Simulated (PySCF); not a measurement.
CdHI, SMILES [CdH][I]. Coordinates come from a PBE0-D3(BJ)/def2-TZVP optimisation. The def2 effective core potentials stand for the cores of Cd, I; spin–orbit coupling is left out.

Computed with PBE0-D3(BJ)/def2-TZVP in PySCF.

Harmonic wavenumbers (cm⁻¹): 210, 395, 395, 1851. Rotational constants (GHz): 1.226 (linear); symmetry number 1.

Question: Work out the zero-point energy and the ideal-gas rigid-rotor harmonic-oscillator thermochemistry at 298.15 K and 1 atm.

Answer: ZPE = ½ Σ hcν = ½ × 2852 cm⁻¹ = 4.08 kcal/mol. H − E(el) = 6.89 kcal/mol. Entropy in cal/(mol K): translation 42.33, rotation 18.94, vibration 4.00, total 65.27. G − E(el) = -12.57 kcal/mol. Cp = 11.76 cal/(mol K).
